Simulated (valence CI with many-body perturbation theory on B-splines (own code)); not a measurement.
Fe XX: calculated level list

Method: relativistic CI+MBPT: five valence electrons over a frozen Dirac-Fock core [He], radial functions for each j: 11 s, 11 p, 10 d, 8 f, 5 g, 2 h, with the one-electron correlation potential Σ1 (screened to all orders), the two-electron term Σ2, the three-electron term Σ3, Breit, model QED; selected single and double excitations, second order for the rest, scaled by the run's own slope (own B-spline code, finite nucleus).

No measured spectrum was set against this ion. As an estimate, levels of excited configurations hold to 0.05 to 0.15 % of their energy, terms of the ground configuration to about 0.5 %. Among the levels kept, up to 5400 cm⁻¹ of a level comes from second order outside the variational space, and about a tenth of that is noise between levels of different J, which matters for small intervals.

Levels 181 to 204 of 204, with energies above the lowest level, 2s²2p³ ⁴S°_3/2. "Leading %" is the weight of the configuration and term that name the level; weights of strongly mixed levels are sums over their largest components and can fall short. In the jj column 3d3/2^4 stands for four electrons in 3d with j = 3/2.

| No. | Configuration | Term | J | E (eV) | Leading % | Second component | Leading jj |
| --- | --- | --- | --- | --- | --- | --- | --- |
| 181 | 2s2p³3d | ⁴D° | 7/2 | 1068.3 | 63 | 21 % 2s2p³3d ²F° | 2s 2p3/2^3 3d5/2 (33 %) |
| 182 | 2s2p³3p | ²P | 1/2 | 1068.3 | 87 | 8 % 2s2p³3p ²S | 2s 2p1/2 2p3/2^2 3p3/2 (59 %) |
| 183 | 2s2p³3d | ⁴D° | 5/2 | 1068.5 | 53 | 18 % 2s2p³3d ⁴P° | 2s 2p3/2^3 3d3/2 (25 %) |
| 184 | 2s2p³3d | ²D° | 3/2 | 1068.9 | 39 | 34 % 2s2p³3d ⁴D° | 2s 2p1/2 2p3/2^2 3d3/2 (38 %) |
| 185 | 2s2p³3d | ²F° | 5/2 | 1071.3 | 80 | 7 % 2s2p³3d ²D° | 2s 2p1/2 2p3/2^2 3d5/2 (59 %) |
| 186 | 2s2p³3d | ²F° | 7/2 | 1073.5 | 70 | 20 % 2s2p³3d ²G° | 2s 2p3/2^3 3d5/2 (28 %) |
| 187 | 2s2p³3d | ²D° | 5/2 | 1075.3 | 74 | 18 % 2s2p³3d ²F° | 2s 2p1/2 2p3/2^2 3d3/2 (29 %) |
| 188 | 2s2p³3p | ²D | 5/2 | 1076.1 | 83 | 12 % 2s2p³3p ⁴P | 2s 2p3/2^3 3p3/2 (60 %) |
| 189 | 2s2p³3d | ²P° | 1/2 | 1077.0 | 79 | 5 % 2s2p³3d ²S° | 2s 2p3/2^3 3d5/2 (33 %) |
| 190 | 2s2p³3p | ²P | 3/2 | 1077.2 | 80 | 8 % 2s2p³3p ⁴P | 2s 2p3/2^3 3p1/2 (34 %) |
| 191 | 2s2p³3p | ²S | 1/2 | 1077.4 | 47 | 40 % 2s2p³3p ²P | 2s 2p3/2^3 3p1/2 (51 %) |
| 192 | 2s2p³3p | ²P | 3/2 | 1077.4 | 52 | 42 % 2s2p³3p ²D | 2s 2p3/2^3 3p3/2 (37 %) |
| 193 | 2s2p³3d | ²P° | 3/2 | 1080.7 | 75 | 9 % 2s2p³3d ⁴D° | 2s 2p1/2 2p3/2^2 3d3/2 (33 %) |
| 194 | 2s2p³3d | ⁴D° | 5/2 | 1083.8 | 69 | 15 % 2s2p³3d ²D° | 2s 2p1/2 2p3/2^2 3d3/2 (46 %) |
| 195 | 2s2p³3d | ⁴D° | 3/2 | 1084.2 | 48 | 38 % 2s2p³3d ²D° | 2s 2p1/2 2p3/2^2 3d3/2 (61 %) |
| 196 | 2s2p³3d | ⁴D° | 7/2 | 1084.6 | 78 | 15 % 2s2p³3d ²F° | 2s 2p1/2 2p3/2^2 3d5/2 (63 %) |
| 197 | 2s2p³3p | ²P | 1/2 | 1084.7 | 60 | 35 % 2s2p³3p ²S | 2s 2p3/2^3 3p3/2 (66 %) |
| 198 | 2s2p³3d | ⁴D° | 1/2 | 1085.3 | 79 | 14 % 2s2p³3d ²P° | 2s 2p1/2 2p3/2^2 3d3/2 (65 %) |
| 199 | 2s2p³3d | ²D° | 3/2 | 1087.3 | 56 | 27 % 2s2p³3d ⁴D° | 2s 2p1/2 2p3/2^2 3d5/2 (50 %) |
| 200 | 2s2p³3d | ²D° | 5/2 | 1088.6 | 72 | 14 % 2s2p³3d ⁴D° | 2s 2p1/2 2p3/2^2 3d5/2 (56 %) |
| 201 | 2s2p³3d | ²G° | 9/2 | 1089.1 | 94 | 6 % 2s2p³3d ⁴F° | 2s 2p1/2 2p3/2^2 3d5/2 (70 %) |
| 202 | 2s2p³3d | ²G° | 7/2 | 1089.5 | 74 | 23 % 2s2p³3d ²F° | 2s 2p1/2 2p3/2^2 3d3/2 (34 %) |
| 203 | 2s2p³3d | ²F° | 7/2 | 1091.6 | 81 | 9 % 2s2p³3d ²G° | 2s 2p1/2 2p3/2^2 3d5/2 (42 %) |
| 204 | 2s2p³3d | ²F° | 5/2 | 1092.0 | 82 | 9 % 2s2p³3d ²D° | 2s 2p1/2 2p3/2^2 3d3/2 (53 %) |

Names give the largest LS component (configuration and term), which can be under half, so a name can repeat, a term be missing and a line seem to break the LS rules; names also repeat where a configuration has a term twice.

Where two levels of one J and parity lie close, their mixing, g and order are uncertain.
